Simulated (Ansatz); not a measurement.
Spectroscopic constants of CuSn, multiplicity 4 (an upper state: multiplicity 2 came lower at PBE0/def2-TZVPP). No spin–orbit coupling. Cu is treated without relativity.

Constants: fifth-degree fit in 1/R to seven points, most abundant isotopes. Runs in def2 and cc sets follow the lowest solution found near the PBE0 minimum.

Programs: Ansatz (an electronic-structure program) with Gaussian orbitals. Each number belongs to the level named beside it. In def2 rows elements past Kr take small-core potentials, without spin–orbit coupling.

```json
[
 {"level": "PBE/def2-TZVPP", "r_e (Å)": "2.468", "ω_e (cm⁻¹)": "194", "B_e (cm⁻¹)": "0.0671", "α_e (cm⁻¹)": "0.00040", "dipole (D)": "2.05"},
 {"level": "PBE0/def2-TZVPP", "r_e (Å)": "2.482", "ω_e (cm⁻¹)": "187", "B_e (cm⁻¹)": "0.0663", "α_e (cm⁻¹)": "0.00040", "dipole (D)": "2.68"},
 {"level": "wB97X-V/def2-TZVPP", "r_e (Å)": "2.482", "ω_e (cm⁻¹)": "187", "B_e (cm⁻¹)": "0.0663", "α_e (cm⁻¹)": "0.00041", "dipole (D)": "3.13"}
]
```
